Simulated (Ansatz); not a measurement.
The same path of C$_{2}$H$_{9}$NSi$_{2}$ (14 atoms, charge 0, multiplicity 1) was run twice with different band settings. The coordinate that changes most is the dihedral H7–N1–Si2–Si5.

The calculation used Ansatz 0.2.0, RKS B3LYP-D4/def2-SVP.

Relaxed end points:

```xyz
14
Properties=species:S:1:pos:R:3
N -1.082 2.245 -0.382
Si -0.871 0.541 -0.164
C 0.286 -0.071 1.240
C 0.744 -1.417 0.600
Si 0.606 -0.937 -1.262
H -1.982 2.625 -0.656
H -0.320 2.846 -0.678
H -2.248 -0.025 -0.028
H 1.141 0.626 1.310
H -0.139 -0.161 2.254
H 0.010 -2.213 0.812
H 1.724 -1.777 0.955
H 1.871 -0.292 -1.740
H 0.246 -2.019 -2.231
```

```xyz
14
Properties=species:S:1:pos:R:3
N -1.111 2.193 -0.574
Si -0.883 0.532 -0.161
C 0.333 -0.046 1.220
C 0.758 -1.410 0.593
Si 0.545 -0.968 -1.270
H -0.350 2.789 -0.880
H -1.901 2.729 -0.231
H -2.247 -0.024 0.093
H 1.194 0.646 1.238
H -0.047 -0.115 2.254
H 0.027 -2.197 0.852
H 1.748 -1.769 0.915
H 1.786 -0.330 -1.815
H 0.136 -2.060 -2.206
```

Common settings: movable images 7; climbing image yes; spring 5.0 eV/Å²; optimiser quadratic models (default); start path IDPP; iteration limit 60; end points relaxed.

| run | force threshold |
| --- | --- |
| 1 | 0.05 eV/Å |
| 2 | 0.5 eV/Å |

Q: What does each run give, and how far can it be trusted?

A: Run 1: converged after 17 iterations, highest image 0.102 eV above the first end. A vibrational analysis at the climbing image gives one clearly imaginary mode, 212i cm⁻¹: a first-order saddle point.
Run 2: converged after 2 iterations, highest image 0.138 eV above the first end. The threshold of 0.5 eV/Å is loose, so the images may lie well off the minimum-energy path. The order of the stationary point at the top wasn't checked.
